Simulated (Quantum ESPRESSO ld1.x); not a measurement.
Sr2+, 36 electrons, occupied as [Ar] 3d9 4s2 4p6 4f1 (not the ground configuration). Calculated with ld1.x of Quantum ESPRESSO 7.5: Dirac Kohn-Sham, exchange-only B88, spin-unpolarised, spherical densities, point nucleus; open shells fill j = l - 1/2 first. Some entries of the table are withheld. Estimate them.

| orbital | occ. | eigenvalue (eV) | <1/r> (bohr^-1) | <r^2> (bohr^2) |
|---|---|---|---|---|
| 1s1/2 | 2 | -15978.1 | 39.00 | 0.002067 |
| 2s1/2 | 2 | -2202.64 | 8.781 | 0.03500 |
| 2p1/2 | 2 | -2008.80 | 8.752 | (1) |
| 2p3/2 | 4 | -1940.36 | 8.412 | (2) |
| 3s1/2 | 2 | -372.442 | 2.962 | 0.2732 |
| 3p1/2 | 2 | -302.111 | (3) | 0.2756 |
| 3p3/2 | 4 | -291.349 | (4) | 0.2869 |
| 3d3/2 | 4 | (5) | 2.568 | 0.2840 |
| 3d5/2 | 5 | (6) | 2.548 | 0.2878 |
| 4s1/2 | 2 | -65.6427 | 1.049 | 1.888 |
| 4p1/2 | 2 | -47.0275 | 0.9356 | 2.337 |
| 4p3/2 | 4 | -45.6196 | 0.9143 | 2.428 |
| 4f5/2 | 1 | -5.8484 | 0.2099 | 35.61 |
| 4f7/2 | 0 | -5.8481 | 0.2098 | 35.61 |

Answer. 
(1) 2p1/2 <r^2> (bohr^2): 0.02668
(2) 2p3/2 <r^2> (bohr^2): 0.02808
(3) 3p1/2 <1/r> (bohr^-1): 2.857
(4) 3p3/2 <1/r> (bohr^-1): 2.776
(5) 3d3/2 eigenvalue (eV): -168.281
(6) 3d5/2 eigenvalue (eV): -166.364
